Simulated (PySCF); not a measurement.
## Electron correlation in F (fluorine, neutral)

Starting occupation: [He] 2s2 2p5, 2p1/2 with m_j = -1/2, +1/2, 2p3/2 with m_j = -1/2, +1/2, +3/2. All numbers are calculated (PySCF 2.14, X2C-1e with screened-nucleus spin-orbit coupling, Gaussian nucleus, in x2c-TZVPall-2c). Frozen: 1s2; 7 electrons correlated.

MP2 pair energies summed by pair of shells (mhartree):

```json
{"pair": "2p-2p", "energy": "-123.15", "share (%)": "61.1"}
{"pair": "2p-2s", "energy": "-68.37", "share (%)": "33.9"}
{"pair": "2s-2s", "energy": "-10.00", "share (%)": "5.0"}
```

Total MP2 correlation energy: -201.52 mhartree.

The GHF reference relaxed away from the jj start to a determinant that is no pure jj level (⟨S²⟩ = 0.75, ⟨J²⟩ = 3.76); the energies belong to that determinant.
